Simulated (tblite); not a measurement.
Start geometry of `CC(C)[SiH](C)C` from a force field or distance geometry (Å):
```
atom  x, y, z in Å
C1    -1.708    0.691    1.150
C2    -0.923    0.287   -0.076
C3    -1.687   -0.762   -0.799
Si4    0.817   -0.171    0.350
C5     1.832    1.396    0.243
C6     1.599   -1.388   -0.818
H7    -1.831    1.810    1.123
H8    -1.186    0.377    2.089
H9    -2.707    0.180    1.177
H10   -0.859    1.195   -0.707
H11   -1.160   -1.226   -1.655
H12   -2.570   -0.230   -1.265
H13   -2.163   -1.529   -0.128
H14    0.961   -0.774    1.697
H15    1.867    1.844    1.254
H16    2.837    1.083   -0.064
H17    1.384    2.114   -0.492
H18    1.570   -2.433   -0.402
H19    1.222   -1.319   -1.839
H20    2.700   -1.133   -0.840
```

Task: What comes out of this run: GFN2-xTB geometry optimisation, gas phase in tblite 0.8.0?

Result: 
```
atom  x, y, z in Å
C1    -1.6633    0.9465    0.9812
C2    -0.9718    0.1833   -0.1460
C3    -1.7551   -1.0882   -0.4655
Si4    0.8577   -0.2065    0.2763
C5     1.8358    1.4105    0.4990
C6     1.6352   -1.2136   -1.1395
H7    -1.1540    1.8854    1.1846
H8    -1.6676    0.3559    1.8950
H9    -2.6970    1.1707    0.7186
H10   -1.0003    0.8190   -1.0387
H11   -1.3087   -1.6187   -1.3030
H12   -2.7873   -0.8519   -0.7238
H13   -1.7658   -1.7557    0.3938
H14    0.9105   -0.9897    1.5264
H15    1.4327    2.0166    1.3039
H16    2.8741    1.2023    0.7370
H17    1.8224    2.0125   -0.4053
H18    1.2047   -2.2079   -1.2039
H19    1.4884   -0.7293   -2.1010
H20    2.7042   -1.3306   -0.9921
```

The energy falls by 0.808 eV over 162 L-BFGS steps, the largest force on an atom goes from 2.67 to 0.010 eV/Å, and the atoms move by 0.583 Å rms after alignment. The bond that changes most is C2–Si4 (sp3 carbon bound to silicon to SiH silicon), which lengthens by 0.069 Å. Bonds longer at the end by more than 0.005 Å: 5 of 19; shorter: 13. Among the angles that change most is H18–C6–H19, from 113.4° to 107.6°. Among the dihedrals that turn most is H9–C1–C2–H10, from 112° to 60°. Rotational constants go from 3518, 2042, 1501 to 3331, 2067, 1408 MHz. The orientation of the end geometry is arbitrary; only internal coordinates are fixed.

Hardware: an Arm Neoverse N1 with one thread, shared host with 64 logical CPUs at a one-minute load of 54. Cost: 1.8 s of wall time.

Its GFN2-xTB frequencies are all real (lowest 36 cm⁻¹). The numbers are those of one conformer. 3 starts were optimised and ended at 0.00, 0.12 and 0.15 kcal/mol (GFN2-xTB); the lowest of these is shown.

All values are computed, not measured.
